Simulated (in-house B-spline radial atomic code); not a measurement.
Ionising the erbium ion Er³⁰⁺ with different functionals

Computed with a B-spline radial code for spherical atoms: scalar-relativistic (spin-free X2C) Hamiltonian, Fermi nucleus of rms radius 5.2516 fm, spin-polarised at highest spin, spherical fractional occupations for the functionals. The ionisation energy is the difference of two self-consistent energies, [Kr] 4d2 → [Kr] 4d1, without Breit or QED terms; ε is the level of the shell that loses the electron (its least bound occupied spin orbital). There is no spin-orbit coupling in this Hamiltonian.

Hybrids are left out here: with spherical fractional occupations of an open shell their exact exchange keeps a self-interaction that integer-occupation calculations don't have.

```csv
method,rung,ΔSCF (eV),-ε(4d) (eV)
LDA PW92,LDA,1137.01,1113.79
LDA VWN5,LDA,?,?
RPBE,GGA,?,?
TPSS,meta-GGA,1136.60,1113.55
```

Question: What does LDA VWN5 give?

Answer: ΔSCF 1137.03 eV, and -ε(4d) = 1113.80 eV.

Question: What does RPBE give?

Answer: ΔSCF 1136.92 eV, and -ε(4d) = 1113.80 eV.

Question: Among the functionals, which spreads more, the ΔSCF values or the orbital energies?

Answer: The ΔSCF values: ΔSCF values span about 0.42 eV and the orbital energies 0.25 eV.

Question: How do they compare with the NIST value?

Answer: NIST lists 1142 eV ± 4 (tabulated theory, ground level to ground level). Errors run from -5.40 to -4.97 eV; all lie within about twice that uncertainty, so the table can't rank the methods.
